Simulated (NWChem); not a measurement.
System: C₅H₈; SMILES C1CCCC=1

Excerpt of the output:

```
             Northwest Computational Chemistry Package (NWChem) 7.3.0
             --------------------------------------------------------

 CS  symmetry detected

                             Geometry "geometry" -> ""
                             -------------------------

 Output coordinates in angstroms (scale by  1.889725989 to convert to a.u.)

  No.       Tag          Charge          X              Y              Z
 ---- ---------------- ---------- -------------- -------------- --------------
    1 C                    6.0000     1.06923497     0.03961668     0.66040870
    2 C                    6.0000     1.06923497     0.03961668    -0.66040870
    3 C                    6.0000    -0.31420469    -0.08850235    -1.22472256
    4 C                    6.0000    -1.22292974     0.11681252     0.00000000
    5 C                    6.0000    -0.31420469    -0.08850235     1.22472256
    6 H                    1.0000     1.93363627     0.09763380     1.29948427
    7 H                    1.0000     1.93363627     0.09763380    -1.29948427
    8 H                    1.0000    -0.50718070     0.64317516    -2.01072083
    9 H                    1.0000    -0.44628771    -1.08262500    -1.66192734
   10 H                    1.0000    -1.61239777     1.13536067     0.00000000
   11 H                    1.0000    -2.07072281    -0.56597563     0.00000000
   12 H                    1.0000    -0.44628771    -1.08262500     1.66192734
   13 H                    1.0000    -0.50718070     0.64317516     2.01072083

 Effective nuclear repulsion energy (a.u.)     172.3174907065

      Symmetry information
      --------------------

 Group name             Cs
 Group number              2
 Group order               2
 No. of unique centers     8

                                Z-matrix (autoz)
                                --------

 Units are Angstrom for bonds and degrees for angles

[...]

      ----------------------
      Optimization converged
      ----------------------

  Step       Energy      Delta E   Gmax     Grms     Xrms     Xmax
  ---- ---------------- -------- -------- -------- -------- --------
@   16    -195.32349837 -3.4D-07  0.00002  0.00001  0.00054  0.00153
                                     ok       ok       ok       ok

                                Z-matrix (autoz)
                                --------

 Units are Angstrom for bonds and degrees for angles

[...]

 Rotational Constants
 --------------------
 A=   0.242832 cm-1  (  0.349374 K)
 B=   0.240070 cm-1  (  0.345399 K)
 C=   0.130754 cm-1  (  0.188122 K)

 Temperature                      =   298.15K
 frequency scaling parameter      =   1.0000

 Zero-Point correction to Energy  =   73.592 kcal/mol  (  0.117276 au)
 Thermal correction to Energy     =   76.500 kcal/mol  (  0.121911 au)
 Thermal correction to Enthalpy   =   77.092 kcal/mol  (  0.122854 au)

 Total Entropy                    =   69.371 cal/mol-K
   - Translational                =   38.554 cal/mol-K (mol. weight =  68.0626)
   - Rotational                   =   24.852 cal/mol-K (symmetry #  =        1)
   - Vibrational                  =    5.965 cal/mol-K

 Cv (constant volume heat capacity) =   16.895 cal/mol-K
   - Translational                  =    2.979 cal/mol-K
   - Rotational                     =    2.979 cal/mol-K
   - Vibrational                    =   10.936 cal/mol-K

[normal modes left out]

 ----------------------------------------------------------------------------
 Normal Eigenvalue ||           Projected Infra Red Intensities
  Mode   [cm**-1]  || [atomic units] [(debye/angs)**2] [(KM/mol)] [arbitrary]
 ------ ---------- || -------------- ----------------- ---------- -----------
    1        0.000 ||    0.000000           0.000         0.000       0.000
    2        0.000 ||    0.000004           0.000         0.004       0.005
    3        0.000 ||    0.000007           0.000         0.007       0.008
    4        0.000 ||    0.000000           0.000         0.000       0.000
    5        0.000 ||    0.000005           0.000         0.005       0.006
    6        0.000 ||    0.000004           0.000         0.004       0.004
    7      139.262 ||    0.000193           0.004         0.188       0.215
    8      391.383 ||    0.000071           0.002         0.069       0.079
    9      617.622 ||    0.010638           0.245        10.370      11.849
   10      718.394 ||    0.025893           0.597        25.242      28.840
   11      781.626 ||    0.000185           0.004         0.181       0.207
   12      827.221 ||    0.000483           0.011         0.471       0.538
   13      901.321 ||    0.003048           0.070         2.971       3.394
   14      909.513 ||    0.000373           0.009         0.364       0.416
   15      926.988 ||    0.005304           0.122         5.171       5.908
   16      972.509 ||    0.000134           0.003         0.130       0.149
   17      981.858 ||    0.000645           0.015         0.629       0.718
   18     1046.789 ||    0.001567           0.036         1.527       1.745
   19     1082.798 ||    0.004867           0.112         4.745       5.421
   20     1139.624 ||    0.000079           0.002         0.077       0.088
   21     1162.669 ||    0.001351           0.031         1.317       1.504
   22     1239.550 ||    0.000059           0.001         0.058       0.066
   23     1243.839 ||    0.001266           0.029         1.234       1.410
   24     1324.212 ||    0.001913           0.044         1.865       2.131
   25     1336.272 ||    0.000489           0.011         0.477       0.545
   26     1348.522 ||    0.000051           0.001         0.049       0.057
   27     1398.549 ||    0.000719           0.017         0.701       0.801
   28     1513.765 ||    0.000729           0.017         0.711       0.813
   29     1520.457 ||    0.000232           0.005         0.227       0.259
   30     1538.990 ||    0.000659           0.015         0.642       0.734
   31     1701.830 ||    0.001661           0.038         1.619       1.850
   32     3014.620 ||    0.034655           0.800        33.784      38.600
   33     3015.020 ||    0.060698           1.400        59.172      67.607
   34     3054.684 ||    0.007088           0.164         6.910       7.895
   35     3061.667 ||    0.036344           0.838        35.430      40.481
   36     3074.230 ||    0.061642           1.422        60.091      68.658
   37     3112.627 ||    0.046765           1.079        45.589      52.088
   38     3189.871 ||    0.009750           0.225         9.505      10.860
   39     3214.458 ||    0.030571           0.705        29.802      34.051
 ----------------------------------------------------------------------------
```

Level: B3LYP/6-31G* (spherical d). B3LYP is NWChem's, with the RPA form of VWN correlation.

Problem. Reconstruct the input file.

Solution. Several could match; the one computed here: the input that was run:
```
start job
memory heap 200 mb stack 900 mb global 1100 mb
geometry units angstroms
  C     -0.880539     0.848080    -0.182027
  C      0.401918     1.160820    -0.136680
  C      1.272955    -0.050093     0.017443
  C      0.273638    -1.172573     0.348025
  C     -1.105351    -0.630067    -0.066653
  H     -1.701236     1.532994    -0.309789
  H      0.822251     2.148371    -0.220559
  H      2.023185     0.079679     0.798916
  H      1.804305    -0.246827    -0.918418
  H      0.282981    -1.366469     1.421078
  H      0.518410    -2.102305    -0.162502
  H     -1.423015    -1.033842    -1.032536
  H     -1.881462    -0.872509     0.660848
end
basis spherical
  * library 6-31g*
end
dft
  xc b3lyp
  iterations 150
end
driver
  maxiter 120
end
task dft optimize
task dft freq
```
